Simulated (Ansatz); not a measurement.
C2H7AlFN (`[CH3][Al]([F])[CH2]N`), relaxed with RKS PBE0-D4/def2-TZVP in Ansatz from a PBE-D4/def2-SVP geometry. The force threshold is 0.005 eV/Å; the program also tests the step.

Total charge 0; spin multiplicity 1.

Start:

```xyz
12

C    -2.214    0.711    0.239
Al   -0.418   -0.029    0.498
F    -0.089   -0.682    2.025
C     1.109   -0.137   -0.776
N     2.378   -0.734   -0.305
H    -2.373    1.127   -0.776
H    -2.987   -0.069    0.413
H    -2.412    1.521    0.974
H     1.320    0.884   -1.172
H     0.774   -0.685   -1.689
H     2.712   -0.221    0.522
H     2.200   -1.684    0.047
```

Question: How much energy does the relaxation release, and in how many steps? (Estimate.)

Answer: Computed: 5.08 kJ/mol, in 6 steps.

Question: Which bonds change most? (Best estimate.)

Answer: Computed: Al2–F3 from 1.693 to 1.661 Å; Al2–C4 from 1.992 to 1.972 Å; C4–H9 from 1.115 to 1.098 Å; C4–H10 from 1.116 to 1.098 Å.

Question: Give the relaxed structure. (An estimate is asked.)

Answer: The calculation gave: 
```xyz
12

C    -2.193    0.702    0.235
Al   -0.415   -0.034    0.516
F    -0.093   -0.670    2.017
C     1.084   -0.131   -0.762
N     2.350   -0.730   -0.304
H    -2.329    1.101   -0.773
H    -2.960   -0.061    0.401
H    -2.396    1.509    0.947
H     1.301    0.875   -1.144
H     0.758   -0.668   -1.662
H     2.705   -0.222    0.498
H     2.189   -1.672    0.030
```
